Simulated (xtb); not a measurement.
C6H5O, doublet, geometry from GFN2-xTB; GFN1-xTB (xtb).

Here is a job for xtb.
```
$ xtb coord --gfn 1 --uhf 1 --json

# file coord
$coord
     -4.2848615611       0.0926107719      -0.0832902459  o
     -1.7173477831       0.0090554542      -0.0352033867  c
     -0.5438383477      -2.3611236165      -0.1645615461  c
      2.0231066795      -2.4119964044      -0.1143655637  c
      3.5647568927      -0.3509022992       0.0515205293  c
      2.3786926271       1.9942612952       0.1789936302  c
     -0.2293716311       2.1670112136       0.1358500300  c
     -4.8542392361       1.8216772003       0.0170529074  h
     -1.7000868924      -4.0336431086      -0.2971985882  h
      5.5967365355      -0.4983925131       0.0842972620  h
      3.5088795431       3.6895318426       0.3125639891  h
     -1.1283881991       4.0021066788       0.2362040871  h
$end
```

The log (banner, timings and long lists left out):

```
   ID    Z sym.   atoms
    1    8 o      1
    2    6 c      2-7
    3    1 h      8-12

           -------------------------------------------------
          |                Calculation Setup                |
           -------------------------------------------------

           -------------------------------------------------
          |                 G F N 1 - x T B                 |
           -------------------------------------------------

          ...................................................
          :                      SETUP                      :
          :.................................................:
          :  # basis functions                  38          :
          :  # atomic orbitals                  38          :
          :  # shells                           24          :
          :  # electrons                        35          :
          :  # halogen bonds                     0          :
          :  max. iterations                   250          :
          :  Hamiltonian                  GFN1-xTB          :
          :  restarted?                      false          :
          :  GBSA solvation                  false          :
          :  PC potential                    false          :
          :  electronic temp.          300.0000000     K    :
          :  accuracy                    1.0000000          :
          :  -> integral cutoff          0.2500000E+02      :
          :  -> integral neglect         0.1000000E-07      :
          :  -> SCF convergence          0.1000000E-05 Eh   :
          :  -> wf. convergence          0.2000000E-04 e    :
          :  Broyden damping             0.4000000          :
          :  net charge                          0          :
          :  unpaired electrons                  1          :
          ...................................................

 iter      E             dE          RMSdq      gap      omega  full diag
   1    -20.2310851 -0.202311E+02  0.963E+00    2.83       0.0  T
   2    -20.2618227 -0.307376E-01  0.573E+00    2.70       1.0  T
   3    -20.2543048  0.751791E-02  0.990E-01    2.91       1.0  T
   4    -20.2642416 -0.993679E-02  0.158E-01    2.72       1.0  T
   5    -20.2646117 -0.370145E-03  0.443E-02    2.76       1.0  T
   6    -20.2646287 -0.169453E-04  0.642E-03    2.76       4.5  T
   7    -20.2646289 -0.228009E-06  0.223E-03    2.76      12.9  T
   8    -20.2646289 -0.184181E-07  0.691E-04    2.76      41.8  T
   9    -20.2646289 -0.433317E-08  0.890E-05    2.76     324.5  T
  10    -20.2646289 -0.261622E-10  0.320E-05    2.76     902.0  T

   *** convergence criteria satisfied after 10 iterations ***

         :::::::::::::::::::::::::::::::::::::::::::::::::::::
         ::                     SUMMARY                     ::
         :::::::::::::::::::::::::::::::::::::::::::::::::::::
         :: total energy             -19.965072263470 Eh    ::
         :: gradient norm              0.009476508872 Eh/a0 ::
         :: HOMO-LUMO gap              2.759652932735 eV    ::
         ::.................................................::
         :: SCC energy               -20.264628911693 Eh    ::
         :: -> electrostatic           0.038369885905 Eh    ::
         :: repulsion energy           0.304427379807 Eh    ::
         :: dispersion energy         -0.004870731583 Eh    ::
         :: halogen bond corr.         0.000000000000 Eh    ::
         :: add. restraining           0.000000000000 Eh    ::
         :: total charge               0.000000000000 e     ::
         :::::::::::::::::::::::::::::::::::::::::::::::::::::

           -------------------------------------------------
          |                Property Printout                |
           -------------------------------------------------

    * Orbital Energies and Occupations

         #    Occupation            Energy/Eh            Energy/eV
      -------------------------------------------------------------
[...]
        14        2.0000           -0.5005098             -13.6196
        15        2.0000           -0.4789262             -13.0322
        16        2.0000           -0.4395520             -11.9608
        17        2.0000           -0.4199443             -11.4273
        18        1.0000           -0.3593863              -9.7794 (HOMO)
        19                         -0.2579709              -7.0197 (LUMO)
        20                         -0.2462501              -6.7008
        21                         -0.1373854              -3.7384
        22                         -0.1236803              -3.3655
        23                         -0.1037338              -2.8227
        24                         -0.0895628              -2.4371
        25                         -0.0812614              -2.2112
        26                         -0.0694789              -1.8906
        27                          0.1357868               3.6949
        28                          0.2240217               6.0959
        29                          0.2399609               6.5297
       ...                                ...                  ...
        38                          0.6775595              18.4373
      -------------------------------------------------------------
                  HL-Gap            0.1014154 Eh            2.7597 eV
             Fermi-level           -0.3491719 Eh           -9.5015 eV

  Mulliken/CM5 charges         n(s)   n(p)   n(d)
     1o    -0.51703 -0.71708   1.687  4.830  0.000
     2c     0.26698  0.27876   1.019  2.714  0.000
     3c    -0.05475 -0.10249   1.052  3.003  0.000
     4c    -0.05417 -0.06128   1.198  2.857  0.000
     5c    -0.03521 -0.08823   1.051  2.984  0.000
     6c    -0.01126 -0.06720   1.058  2.953  0.000
     7c    -0.10372 -0.15604   1.054  3.050  0.000
     8h     0.35438  0.52767   0.646  0.000  0.000
     9h     0.05246  0.11204   0.948  0.000  0.000
    10h     0.03391  0.09038   0.966  0.000  0.000
    11h     0.03470  0.09114   0.965  0.000  0.000
    12h     0.03371  0.09232   0.966  0.000  0.000

Wiberg/Mayer (AO) data.
largest (>0.10) Wiberg bond orders for each atom

 ---------------------------------------------------------------------------
     #   Z sym  total        # sym  WBO       # sym  WBO       # sym  WBO
 ---------------------------------------------------------------------------
     1   8 o    2.045 --     2 c    1.037     8 h    0.864
     2   6 c    3.904 --     7 c    1.381     3 c    1.317     1 o    1.037
                             5 c    0.105
     3   6 c    3.988 --     4 c    1.523     2 c    1.317     9 h    0.959
                             6 c    0.115
     4   6 c    3.290 --     3 c    1.523     5 c    1.484     7 c    0.102
     5   6 c    3.992 --     4 c    1.484     6 c    1.388    10 h    0.964
                             2 c    0.105
     6   6 c    3.992 --     7 c    1.451     5 c    1.388    11 h    0.967
                             3 c    0.115
     7   6 c    3.987 --     6 c    1.451     2 c    1.381    12 h    0.966
                             4 c    0.102
     8   1 h    0.887 --     1 o    0.864
     9   1 h    1.007 --     3 c    0.959
    10   1 h    1.010 --     5 c    0.964
    11   1 h    1.003 --     6 c    0.967
    12   1 h    1.000 --     7 c    0.966
 ---------------------------------------------------------------------------

Topologies differ in total number of bonds
Writing topology from bond orders to xtbtopo.mol

 dipole moment from electron density (au)
     X       Y       Z
  -0.1264   1.1385   0.0713  total (Debye):    2.917

           -------------------------------------------------
          | TOTAL ENERGY              -19.965072263470 Eh   |
          | GRADIENT NORM               0.009476508872 Eh/α |
          | HOMO-LUMO GAP               2.759652932735 eV   |
           -------------------------------------------------

normal termination of xtb
```
